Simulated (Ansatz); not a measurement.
Conformers of CH₈O₄Si₂ (`CO[SiH](O)O[SiH2]O`), each relaxed with PBE0-D4/def2-TZVP in Ansatz. CBS adds the triple-zeta coupled-cluster correction to the MP2 limit.

Not all of them had a frequency check.

Conformer A:

Cartesian coordinates in Å:
```
C -1.983 1.190 -0.298
O -0.798 0.537 0.116
Si -0.336 -0.936 -0.431
O -0.384 -0.858 -2.061
O 1.153 -1.184 0.153
Si 2.278 -0.298 0.966
O 1.541 0.806 1.920
H -1.997 1.327 -1.382
H -2.017 2.168 0.183
H -2.871 0.624 0.002
H -1.229 -2.011 0.050
H -0.295 -1.668 -2.565
H 3.156 0.343 -0.044
H 3.056 -1.202 1.840
H 0.725 1.163 1.551
```

Conformer B:

```xyz
15

C    -0.021   -2.123   -0.012
O    -0.203   -1.264    1.094
Si   -1.040    0.136    1.074
O    -0.807    0.837    2.524
O    -0.540    1.083   -0.155
Si    0.743    1.710   -0.941
O     1.301    0.685   -2.096
H     0.552   -2.989    0.322
H    -0.981   -2.475   -0.405
H     0.530   -1.624   -0.815
H    -2.486   -0.064    0.878
H    -0.026    0.577    3.014
H     1.875    1.899   -0.009
H     0.294    2.982   -1.554
H     0.810    0.631   -2.917
```

Problem. Which is lowest in electronic energy at CCSD(T)/CBS (frozen core, def2 sets), and by how much? (Best estimate.)

Solution. Ansatz gave: A; B lies 4.6 kJ/mol higher.

Problem. Give the energies relative to A (kJ/mol) with ωB97M-V/def2-TZVPP, PBE/def2-TZVPP, HF/def2-TZVPP, SCS-MP2/def2-TZVPP, CCSD/def2-TZVPP, MP2/def2-QZVPP, SCS-MP2/def2-QZVPP. (An estimate is asked.)

Solution. Ansatz gave: 
| level | B |
| --- | --- |
| ωB97M-V/def2-TZVPP | 4.6 |
| PBE/def2-TZVPP | 3.3 |
| HF/def2-TZVPP | 1.2 |
| SCS-MP2/def2-TZVPP | 4.0 |
| CCSD/def2-TZVPP | 4.0 |
| MP2/def2-QZVPP | 4.7 |
| SCS-MP2/def2-QZVPP | 3.9 |
